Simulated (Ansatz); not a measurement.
```xyz
6

C    -0.0099   -0.0206   -0.6280
O    -0.0608   -0.0736    0.7598
H    -0.0077   -1.0539   -1.0467
H    -0.8778    0.4685   -1.0031
H     0.8725    0.4384   -1.1209
H     0.0139    0.8547    1.0820
```

Basis set: cc-pVDZ (spherical functions). Left uncorrelated: 2 orbitals. Charge 0, multiplicity 1.

Computed with Ansatz (development build ahead of 0.2.0); each method stands on the lowest determinant of its kind that the runs found. Restricted open shells among the atoms or ions are ROHF, correlated in semicanonical orbitals with singles.

The atomization energy at this shape (free ground-state atoms in the same class of orbitals less the molecule, no zero-point energy) of singlet CH4O:

```json
{"method": "RHF-MP2", "atomization energy": "20.53 eV"}
```

(1) What does RHF give?

Results:

(1) 15.71 eV.
